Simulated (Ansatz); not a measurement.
Start from `B[NH][GeH]([CH3])[F]` and change one atom or group to get `[CH3][GeH]([F])[CH]=O`.

Ansatz, PBE0-D4/def2-TZVP geometries, multiplicity 1. Each molecule was computed in one conformer, which needn't be the lowest.

Scalar relativity is left out up to krypton.

| property | `B[NH][GeH]([CH3])[F]` |
| --- | --- |
| HOMO energy (PBE/def2-TZVPP) / eV | -7.35 |
| LUMO energy (PBE0/def2-TZVPP) / eV | -0.16 |
| HOMO–LUMO gap (ωB97M-V/def2-TZVPP) / eV | 12.70 |
| size of the dipole moment (PBE/def2-TZVPP) / D | 2.78 |
| HOMO energy (ωB97M-V/def2-TZVPP) / eV | -11.00 |
| HOMO energy (PBE0/def2-TZVPP) / eV | -8.72 |

Task: What does the change do to each property? (Best estimate.)

Result: Computed: 
```json
{"property": "HOMO energy (PBE/def2-TZVPP) / eV", "`[CH3][GeH]([F])[CH]=O`": "-5.76", "shift": "1.59"}
{"property": "LUMO energy (PBE0/def2-TZVPP) / eV", "`[CH3][GeH]([F])[CH]=O`": "-1.75", "shift": "-1.59"}
{"property": "HOMO–LUMO gap (ωB97M-V/def2-TZVPP) / eV", "`[CH3][GeH]([F])[CH]=O`": "9.99", "shift": "-2.71"}
{"property": "size of the dipole moment (PBE/def2-TZVPP) / D", "`[CH3][GeH]([F])[CH]=O`": "1.16", "shift": "-1.62"}
{"property": "HOMO energy (ωB97M-V/def2-TZVPP) / eV", "`[CH3][GeH]([F])[CH]=O`": "-9.46", "shift": "1.54"}
{"property": "HOMO energy (PBE0/def2-TZVPP) / eV", "`[CH3][GeH]([F])[CH]=O`": "-7.20", "shift": "1.52"}
```

With PBE0 the HOMO rises by 1.52 eV and the LUMO falls by 1.59 eV, so the gap narrows by about 3.11 eV. PBE moves the HOMO by 1.59 eV and ωB97M-V by 1.54 eV. Dipoles are sizes alone; their direction can turn.
